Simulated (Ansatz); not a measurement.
Species: C₆H₈N, charge 1, multiplicity 1. It need not be the lowest isomer of its formula. 
Coordinates optimised at B3LYP-D3(BJ)/def2-TZVP (Ansatz, a quantum-chemistry and plane-wave program):
SMILES: C1CCC=C1C#[NH+]
```xyz
15

C     -1.6329    -1.0137     0.6002
C     -1.8918     0.4985     0.4248
C     -0.5469     1.0738     0.1594
C      0.3490     0.0977    -0.1084
C     -0.2710    -1.2958    -0.0800
C      1.6731     0.3578    -0.4223
N      2.7792     0.5314    -0.6780
H     -2.4267    -1.6235     0.1761
H     -1.5648    -1.2492     1.6616
H     -2.3749     0.9710     1.2822
H     -2.5336     0.7226    -0.4381
H     -0.3295     2.1343     0.1545
H      0.3367    -2.0138     0.4684
H     -0.3838    -1.6662    -1.1011
H      3.7451     0.6954    -0.9003
```
Charge +1, spin multiplicity 1.

Total electronic energies in hartree. Cores are frozen in the correlated levels unless marked. No spin-orbit coupling. No relativistic terms. CBS(X,Y): correlation extrapolated as X^-3; Hartree-Fock from the larger set.

```json
[
 {"level": "HF/STO-3G", "program": "Ansatz", "energy (Eh)": "-282.59491"},
 {"level": "HF/cc-pVQZ", "program": "Ansatz", "energy (Eh)": "-286.15617"},
 {"level": "revPBE-D4/def2-TZVPD", "program": "Ansatz + dftd4", "energy (Eh)": "-287.96673"},
 {"level": "PBE0/def2-TZVPD", "program": "Ansatz", "energy (Eh)": "-287.65943"},
 {"level": "r2SCAN0-D4/def2-TZVPD", "program": "Ansatz + dftd4", "energy (Eh)": "-287.80388"},
 {"level": "CAM-B3LYP-D3(BJ)/def2-TZVPD", "program": "Ansatz + dftd3", "energy (Eh)": "-287.85369"},
 {"level": "B2GP-PLYP-D3(BJ)/def2-TZVPD", "program": "Ansatz + dftd3", "energy (Eh)": "-287.69494"},
 {"level": "B2GP-PLYP/def2-TZVPD", "program": "Ansatz", "energy (Eh)": "-287.68755"},
 {"level": "MP2/STO-3G", "program": "Ansatz", "energy (Eh)": "-283.00024"},
 {"level": "MP2/6-31G", "program": "Ansatz", "energy (Eh)": "-286.55946"},
 {"level": "MP2/cc-pVTZ", "program": "Ansatz", "energy (Eh)": "-287.28264"},
 {"level": "SCS-MP2/STO-3G", "program": "Ansatz", "energy (Eh)": "-283.01651"},
 {"level": "CCSD/6-31G*", "program": "Ansatz", "energy (Eh)": "-286.99917"},
 {"level": "CCSD/cc-pVTZ", "program": "Ansatz", "energy (Eh)": "-287.32042"},
 {"level": "CCSD(T)/CBS(cc-pVTZ,cc-pVQZ)", "program": "Ansatz", "energy (Eh)": "-287.5051"}
]
```

Totals of different functionals don't rank their quality; only differences between species are comparable.
